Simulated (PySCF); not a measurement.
## TiSi⁻ at ROHF

Computed with ROHF; basis Ti def2-TZVPPD, Si def2-TZVPPD; no relativity; PySCF 2.14.

```
state                                                                                                              : quartet, unpaired electrons σ ↑, π ↑, δ ↑, a mixture of terms (⟨Lz²⟩ = 5.0)
bond length                                                                                                        : 2.580 Å
harmonic wavenumber                                                                                                : 248 cm⁻¹
force constant                                                                                                     : 0.638 mdyn/Å
rotational constant Be                                                                                             : 0.1433 cm⁻¹
anharmonicity ωexe                                                                                                 : 2.06 cm⁻¹
vibration–rotation constant αe                                                                                     : 0.00135 cm⁻¹
bond order (Mayer)                                                                                                 : 1.61
dipole moment (positive dipole points towards Si; it is taken about the centre of mass and depends on that origin) : -2.91 D
```

UHF is strongly spin-contaminated for TiSi⁻, so the ROHF reference used there is far from stable. Hartree–Fock leaves out correlation, which carries a large part of most bond energies and some tenths to 1 eV of ionisation energies. With d or f electrons several states lie close, and the lowest PBE0 determinant need not be the measured ground state.
